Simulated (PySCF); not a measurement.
# Computed properties of CH5FO2Si2, SMILES O=CO[Si@@H](F)[SiH3]

CH5FO2Si2, SMILES O=CO[Si@@H](F)[SiH3]. Coordinates come from a B3LYP-D3(BJ)/def2-SVP optimisation. The structure was generated by enumeration; whether it is a known compound was not checked. Other conformers were not sampled. All values are computed for the isolated molecule unless a solvent is named; none is compared with measurement here.

**Structure.** All 27 harmonic modes at B3LYP-D3(BJ)/def2-SVP (PySCF) are real, so it is a minimum. With heavy atoms numbered as in [O:1]=[CH:2][O:3][Si@@H:4]([F:5])[SiH3:6], the shortest bond between them is O1–C2 at 1.202 Å and the longest Si4–Si6 at 2.343 Å.

**Vibrations.** The strongest infrared lines (harmonic, unscaled, degenerate partners summed) lie at 1230 cm⁻¹ (404 km/mol, O 49 %, C 45 %), 818 cm⁻¹ (317 km/mol, H 64 %, O 19 %, C 9 %), 1823 cm⁻¹ (250 km/mol, C 59 %, O 39 %). The softest mode is at 38 cm⁻¹ and the zero-point energy is 38.7 kcal/mol.

**Electronic structure.** B3LYP/def2-TZVP (PySCF) places the frontier levels at -8.29 and -1.16 eV, a gap of 7.13 eV, and gives a dipole moment of 1.70 D and a mean polarisability of 69.9 bohr³. PBE/def2-TZVP (PySCF) at the same geometry gives -7.05 and -1.98 eV, so its gap is 2.06 eV narrower. An orbital gap is neither the optical nor the fundamental gap.

**Excitations.** TDA-B3LYP/def2-SVPD (PySCF) has S1 at 5.61 eV (221 nm, f = 0.003, weak); the most intense of the 10 singlets computed lies at 7.95 eV (f = 0.09). T1 (TDA) is at 5.08 eV, 0.53 eV under S1. TDA-PBE/def2-SVPD (PySCF) puts S1 at 5.24 eV. No vertical singlet excitation falls in the visible range (under 3.1 eV).

**NMR.** GIAO shifts at PBE0/pcSseg-1 (PySCF) (non-relativistic, atoms alike by connectivity averaged): ¹³C at 168.5 ppm against TMS; ¹H from 3.9 to 8.3 ppm against TMS; ²⁹Si from -103.2 to 10.5 ppm against TMS; ¹⁹F at -172.3 ppm against CFCl3.

**Solvation.** SMD-ωB97X/def2-SVP (PySCF) gives -0.3 kcal/mol in water, -2.9 kcal/mol in tetrahydrofuran, -3.2 kcal/mol in N,N-dimethylformamide (1 M in both phases, gas-phase geometry).
